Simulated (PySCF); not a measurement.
Bonds broken one at a time in the series In NH2-H. Gas-phase values, no solvent. One relaxed conformer stands for each flexible species; it need not be the lowest. Strings in code marks are SMILES.

Level of theory: PySCF with PBE-D3(BJ)/def2-TZVP // CAM-B3LYP-D3(BJ)/def2-TZVP. All candidates: neutral, multiplicity 1. 

```yaml
HOMO–LUMO gap: 3.90 eV
HOMO: -5.67 eV
LUMO: -1.76 eV
```

Q: Which member has these values?
A. `[NH2][InH][NH2]`
B. `[InH3]`
C. `[NH2][InH2]`

A: C, `[NH2][InH2]`. The others give `[InH3]`: 4.36 eV, -7.00 eV, -2.64 eV; `[NH2][InH][NH2]`: 4.16 eV, -5.19 eV, -1.03 eV
